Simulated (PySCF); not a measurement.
# Br+ (bromine, charge +1): UHF calculation

Configuration: [Ar] 3d10 4s2 4p4, high-spin 3P determinant. All numbers are calculated (PySCF 2.14, the spin-free X2C one-electron Hamiltonian (Gaussian nucleus), in x2c-TZVPall (6s5p4d1f, 48 functions)).

| Quantity | Value |
| --- | --- |
| Total energy | -2604.020861 hartree |
| One-electron energy | -3608.6050 hartree |
| Hartree (Coulomb) energy | 1095.5081 hartree |
| Exchange energy | -90.9239 hartree |
| ⟨S²⟩ | 2.0086 |
| ⟨L²⟩ | 2.033 |
| Sum of ⟨r⟩ | 22.98 bohr |
| Sum of ⟨r²⟩ | 31.64 bohr² |
| Traceless quadrupole moment −½Σ⟨3z² − r²⟩ along its main axis | -1.84 e·bohr² |
| Langevin diamagnetic susceptibility | -25.1 ×10⁻⁶ cm³/mol |
| Time after the integrals | 0.2 s of wall time on 1 thread of Neoverse-V1 (shared host) |

```
shell  electrons  mean orbital energy (eV)  spread (eV)  rms radius, mean of both spins (bohr)
 1s α          1                  -13568.6            0                                 0.0492
 1s β          1                  -13568.4            0                                 0.0492
 2s α          1                   -1837.1            0                                  0.205
 2s β          1                   -1836.9            0                                  0.205
 2p α          3                   -1616.7        0.234                                  0.183
 2p β          3                   -1616.4        0.091                                  0.183
 3s α          1                   -288.85            0                                  0.588
 3s β          1                   -288.35            0                                  0.588
 3p α          3                   -216.85        0.713                                  0.607
 3p β          3                   -216.19        0.107                                  0.607
 3d α          5                   -97.134        0.670                                  0.650
 3d β          5                   -96.796        0.355                                  0.650
 4s α          1                   -40.579            0                                   1.78
 4s β          1                   -34.491            0                                   1.78
 4p α          3                   -23.559        1.972                                   2.11
 4p β          1                   -21.099            0                                   2.11
```

Densities and radii are taken from the X2C orbitals without a picture-change correction, which distorts them close to the nucleus.
